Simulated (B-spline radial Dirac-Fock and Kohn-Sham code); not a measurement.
## Ge³⁺: input and output of one calculation

ΔSCF core binding energies without Breit or QED terms, calculated with a B-spline atomic structure program. Keys: rel is the Hamiltonian (dirac, or spin-free x2c and nr, where L3 and M5 stand for the whole 2p and 3d shells), method is hf or an exchange,correlation pair (spin-unpolarised, also for the hole states), nuc the nuclear model, radius_factor scales its radius, rmax is the box in bohr, h the logarithmic mesh step, order the B-spline order, points the quadrature points per cell, c_factor scales the speed of light, and damp, ndamp, maxit and tol steer the iteration. The run stops when the commutator error falls below 10·tol·max(1, Z/10), or the numerical noise floor, and the energy has settled to about 1e-8 Ha; the virial ratio is −V/T.

Input (task.json):

```json
{"items": [{"Z": 32, "q": 3, "cfg": [[1, 0, 2], [2, 0, 2], [2, 1, 6], [3, 0, 2], [3, 1, 6], [3, 2, 10], [4, 0, 1]], "A": 74, "rrms": 4.0742, "do": "settings", "holes": ["K", "L3", "M5"],
  "settings": [{"rel": "dirac", "method": "hf", "nuc": "fermi", "radius_factor": 1.0, "rmax": 45.0, "h": 0.3, "order": 8, "points": 10, "c_factor": 1.0, "maxit": 99, "damp": 0.995, "ndamp": 100, "tol": 1e-08}]}]}
```

Command: `python xray2_run.py task.json out`

Ground-state iterations:

```
iter   energy (Ha)        error
   1    -2091.98183676  1.18e+00
   2    -2093.63437787  4.36e-01
   3    -2093.66355264  4.33e-01
   4    -2093.69228869  4.29e-01
   5    -2093.72059212  4.26e-01
   6    -2093.74846900  4.23e-01
   7    -2093.77592529  4.19e-01
   8    -2093.80296689  4.16e-01
   9    -2093.82959961  4.13e-01
  10    -2093.85582921  4.10e-01
  11    -2093.88166136  4.06e-01
  12    -2093.90710167  4.03e-01
  13    -2093.93215566  4.00e-01
  14    -2093.95682881  3.97e-01
  15    -2093.98112650  3.94e-01
  23    -2094.16261643  3.69e-01
  31    -2094.32297038  3.46e-01
  39    -2094.46450842  3.25e-01
  47    -2094.58931728  3.04e-01
  55    -2094.69927090  2.85e-01
  63    -2094.79604941  2.67e-01
  71    -2094.88115685  2.49e-01
  79    -2094.95593755  2.33e-01
  87    -2095.02159128  2.18e-01
  95    -2095.07918721  2.04e-01
  99    -2095.10526509  1.97e-01
```

The ground state had not converged after 99 iterations, with total energy -2095.10527 Ha, virial ratio 1.96714 and highest orbital energy -42.84 eV. ΔSCF binding energies: K (1s) 11211.5 eV, L3 (2p3/2) 1299.5 eV, M5 (3d5/2) 90.82 eV (not all states converged, so these are not final).

Q: One setting is unsound. Which, and why?

A: damp is so close to 1 that the orbitals hardly move in each step. With the default settings (Dirac Hartree-Fock): The ground state converged in 10 iterations, with total energy -2095.47734 Ha, virial ratio 1.97878 and highest orbital energy -44.73 eV. ΔSCF binding energies: K (1s) 11172.0 eV, L3 (2p3/2) 1264.7 eV, M5 (3d5/2) 72.55 eV.
